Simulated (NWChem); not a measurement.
# MgH$_{2}$SeS; SMILES [SH][Mg][SeH]

```xyz
5

Mg    -0.0366    -0.6489    -0.0140
S      0.0331    -2.9220    -0.4718
H     -0.8771    -3.1943     0.5082
Se    -0.0476     1.7442     0.4634
H     -1.1897     1.8930    -0.4808
```
Atoms are numbered in this order, from 1.

Level: PBE-D3(BJ)/def2-SVP (NWChem), optimised geometry, unscaled harmonic frequencies. This build's default masses of Se (78.918 u) and Br (79.917 u) are each other's, which moves their modes by up to 0.6 %.

```csv
frequency (cm⁻¹),IR intensity (km/mol)
99,25.5
100,22.6
118,5.3
223,0.4
487,0.8
509,51.3
538,24.0
2338,12.3
2605,2.4
```

The zero-point energy is 10.0 kcal/mol and the thermal correction to the enthalpy at 298.15 K (with zero-point energy) is 14.5 kcal/mol. The heat capacity Cv comes out as 17.3 cal/(mol K). The entropy at 298.15 K and 1 atm (symmetry number 1) comes out as 80.0 cal/(mol K) and the dipole moment comes out as 0.92 D.

Rigid rotor and harmonic oscillator; modes under 100 cm⁻¹ make the entropy uncertain.
